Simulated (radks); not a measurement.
Sn4+, 46 electrons, occupied as [Kr] 4d10.

All-electron calculation, scalar-relativistic Kohn-Sham, SCAN, spin-polarised, spherical densities, finite nucleus; meta-GGA in the generalised Kohn-Sham scheme; Fermi nuclear charge, rms radius 4.6519 fm. Program: a radial shooting solver on a logarithmic mesh with Libxc functionals.

Energy parts (eV):
part                       energy
total                 -168027.581
kinetic                175436.623
electron-nucleus      -404339.496
Hartree                 65357.367
exchange-correlation    -4482.076

Orbitals (lengths in bohr, moments of r in powers of bohr):
orbital  occ.  eigenvalue (eV)     <r^2>
1s          2        -29109.71  0.001143
2s          2        -4447.155   0.01855
2p          6        -3992.931   0.01467
3s          2        -899.2848    0.1310
3p          6        -749.5255    0.1319
3d         10        -519.9131    0.1175
4s          2        -180.0126    0.7596
4p          6        -134.5548    0.8918
4d         10         -68.1951     1.332

The highest occupied level is 4d at -68.195 eV. Summed over all electrons, <r^2> = 22.55 bohr^2, which gives a Langevin (diamagnetic) susceptibility term of -17.9 x 10^-6 cm^3/mol. The density falls to 0.001 e/bohr^3 at r = 2.75 bohr.

Empty levels of this run are not shown, since the potential may be unsettled where no density lies.
